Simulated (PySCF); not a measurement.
ClCu, charge -1, doublet, geometry from GFN2-xTB of the parent state (such geometries of metal compounds can be far from the true shape) (a state made from the parent by changing its charge; the spin is typed, not shown lowest) (a gas-phase anion, which may not be bound at this level); HF/6-31G* (PySCF).

Here is a job for PySCF.
```python
from pyscf import gto, scf

mol = gto.Mole()
mol.atom = '''
    Cu   -0.00000000   -0.00000000   -0.75781346
    Cl    0.00000000    0.00000000    1.29274060
'''
mol.basis = '6-31g*'
mol.charge = -1
mol.spin = 1
mol.verbose = 4
mol.build()

mf = scf.ROHF(mol)
mf.kernel()
```

Write the output that PySCF gives for this input, abridged.


```
PySCF version 2.14.0

[INPUT] verbose = 4
[INPUT] num. atoms = 2
[INPUT] num. electrons = 47
[INPUT] charge = -1
[INPUT] spin (= nelec alpha-beta = 2S) = 1
[INPUT] symmetry False subgroup None
[INPUT] Mole.unit = angstrom
[INPUT] Symbol           X                Y                Z      unit          X                Y                Z       unit  Magmom
[INPUT]  1 Cu     0.000000000000   0.000000000000  -0.757813460000 AA    0.000000000000   0.000000000000  -1.432059892909 Bohr   0.0
[INPUT]  2 Cl     0.000000000000   0.000000000000   1.292740600000 AA    0.000000000000   0.000000000000   2.442925684106 Bohr   0.0

nuclear repulsion = 127.226279995544
number of shells = 20
number of NR pGTOs = 148
number of NR cGTOs = 52
basis = 6-31g*
ecp = {}

******** <class 'pyscf.scf.rohf.ROHF'> ********
method = ROHF
initial guess = minao
damping factor = 0
level_shift factor = 0
DIIS = <class 'pyscf.scf.diis.CDIIS'>
diis_start_cycle = 1
diis_space = 8
diis_damp = 0
SCF conv_tol = 1e-09
SCF conv_tol_grad = None
SCF max_cycles = 50
direct_scf = True
direct_scf_tol = 1e-13
num. doubly occ = 23  num. singly occ = 1
Set gradient conv threshold to 3.16228e-05
init E= -2097.69195669957
  HOMO = -0.0567256009660779  LUMO = 0.0708635802742465  gap/eV = 3.47188
cycle= 1 E= -2098.09675086805  delta_E= -0.405  |g|= 0.281  |ddm|=  1.2
  HOMO = 0.118660728292852  LUMO = 0.255452193119823  gap/eV = 3.72229
cycle= 2 E= -2098.13671920569  delta_E= -0.04  |g|= 0.134  |ddm|= 0.668
  HOMO = 0.116770836934372  LUMO = 0.252370571343861  gap/eV = 3.68986
cycle= 3 E= -2098.14274933239  delta_E= -0.00603  |g|= 0.029  |ddm|= 0.144
  HOMO = 0.114616333103018  LUMO = 0.250816556884686  gap/eV = 3.70620
cycle= 4 E= -2098.14396575419  delta_E= -0.00122  |g|= 0.0227  |ddm|= 0.121
  HOMO = 0.114736533948343  LUMO = 0.250640640191794  gap/eV = 3.69814
cycle= 5 E= -2098.14423368542  delta_E= -0.000268  |g|= 0.00865  |ddm|= 0.0357
  HOMO = 0.116488851080253  LUMO = 0.251179880587469  gap/eV = 3.66513
cycle= 6 E= -2098.14444685227  delta_E= -0.000213  |g|= 0.00527  |ddm|= 0.0426
  HOMO = 0.116029698808791  LUMO = 0.251225065225203  gap/eV = 3.67885
cycle= 7 E= -2098.14450680771  delta_E= -6e-05  |g|= 0.00248  |ddm|= 0.0255
  HOMO = 0.115993865014496  LUMO = 0.251181052735403  gap/eV = 3.67863
cycle= 8 E= -2098.14452020653  delta_E= -1.34e-05  |g|= 0.000526  |ddm|= 0.0145
  HOMO = 0.115953725132187  LUMO = 0.251192747391284  gap/eV = 3.68004
cycle= 9 E= -2098.14452178574  delta_E= -1.58e-06  |g|= 0.000165  |ddm|= 0.00606
  HOMO = 0.115932879225568  LUMO = 0.251188457015003  gap/eV = 3.68049
cycle= 10 E= -2098.14452185384  delta_E= -6.81e-08  |g|= 3.52e-05  |ddm|= 0.00136
  HOMO = 0.115928581523143  LUMO = 0.251189089501619  gap/eV = 3.68063
cycle= 11 E= -2098.14452185578  delta_E= -1.94e-09  |g|= 8.63e-06  |ddm|= 0.00023
  HOMO = 0.115928002367659  LUMO = 0.251189006269938  gap/eV = 3.68064
cycle= 12 E= -2098.14452185587  delta_E= -8.64e-11  |g|= 2.85e-06  |ddm|= 4.31e-05
  HOMO = 0.115927945921967  LUMO = 0.251189039177326  gap/eV = 3.68064
Extra cycle  E= -2098.14452185587  delta_E= -4.09e-12  |g|= 1.44e-06  |ddm|= 6.6e-06
converged SCF energy = -2098.14452185587
```
